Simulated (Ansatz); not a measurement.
`O[SiH2][Si](F)(Cl)Cl` and `F[Si](Cl)(Cl)S[SiH2]Cl` differ in one atom or group.

Ansatz, PBE0-D4/def2-TZVP geometries, multiplicity 1. Each molecule was computed in one conformer, which needn't be the lowest.

```csv
property,`O[SiH2][Si](F)(Cl)Cl`
HOMO energy (PBE0/def2-TZVPP) / eV,-8.56
HOMO energy (PBE/def2-TZVPP) / eV,-7.31
HOMO energy (B3LYP/def2-TZVPP) / eV,-8.36
HOMO–LUMO gap (ωB97M-V/def2-TZVPP) / eV,11.39
HOMO–LUMO gap (PBE0/def2-TZVPP) / eV,7.61
HOMO energy (ωB97M-V/def2-TZVPP) / eV,-10.60
```

**Question.** Give the same properties after the change, and the shifts. (Best estimate.)

**Answer.** Ansatz gave: 
```csv
property,`F[Si](Cl)(Cl)S[SiH2]Cl`,shift
HOMO energy (PBE0/def2-TZVPP) / eV,-8.47,0.09
HOMO energy (PBE/def2-TZVPP) / eV,-7.21,0.10
HOMO energy (B3LYP/def2-TZVPP) / eV,-8.19,0.17
HOMO–LUMO gap (ωB97M-V/def2-TZVPP) / eV,12.06,0.67
HOMO–LUMO gap (PBE0/def2-TZVPP) / eV,7.99,0.38
HOMO energy (ωB97M-V/def2-TZVPP) / eV,-10.62,-0.02
```

With PBE0 the HOMO rises by 0.09 eV and the LUMO rises by 0.47 eV, so the gap widens by about 0.38 eV. PBE moves the HOMO by 0.10 eV and ωB97M-V by -0.02 eV.

B3LYP here is the variant with VWN-RPA as its local correlation; programs differ in this.
